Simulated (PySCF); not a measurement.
# Computed properties of SiCl₃I, SMILES Cl[Si](Cl)(Cl)I

SiCl3I, SMILES Cl[Si](Cl)(Cl)I. Geometry optimised at PBE0-D3(BJ)/def2-SVP. The def2 effective core potentials stand for the cores of I; spin–orbit coupling is left out. One conformer was computed; it need not be the lowest. All values are computed for the isolated molecule unless a solvent is named; none is compared with measurement here.

**Structure.** The optimised structure has C3v symmetry. All 9 harmonic modes at PBE0-D3(BJ)/def2-SVP (PySCF) are real, so it is a minimum. With heavy atoms numbered as in [Cl:1][Si:2]([Cl:3])([Cl:4])[I:5], the shortest bond between them is Cl1–Si2 at 2.041 Å and the longest Si2–I5 at 2.417 Å.

**Vibrations.** The strongest infrared lines (harmonic, unscaled, degenerate partners summed) lie at 626 cm⁻¹ (317 km/mol, Si 66 %, Cl 34 %), 536 cm⁻¹ (195 km/mol, Si 64 %, Cl 34 %), 335 cm⁻¹ (21 km/mol, Cl 64 %, Si 25 %, I 11 %). The softest mode is at 117 cm⁻¹ and the zero-point energy is 4.2 kcal/mol.

**Electronic structure.** M06-2X/def2-TZVP (PySCF) places the frontier levels at -9.46 and -0.80 eV, a gap of 8.66 eV, and gives a dipole moment of 0.50 D and a mean polarisability of 87.0 bohr³. PBE/def2-TZVP (PySCF) at the same geometry gives -7.09 and -2.46 eV, so its gap is 4.03 eV narrower. An orbital gap is neither the optical nor the fundamental gap.

**Excitations.** TDDFT-PBE0/def2-SVPD (PySCF) has S1 at 5.17 eV (240 nm, f = 0.010, weak); the most intense of the 10 singlets computed lies at 6.79 eV (f = 0.03). Strengths of degenerate partners are summed. T1 (TDA) is at 4.68 eV. TDDFT-PBE/def2-SVPD (PySCF) puts S1 at 4.69 eV. No vertical singlet excitation falls in the visible range (under 3.1 eV).
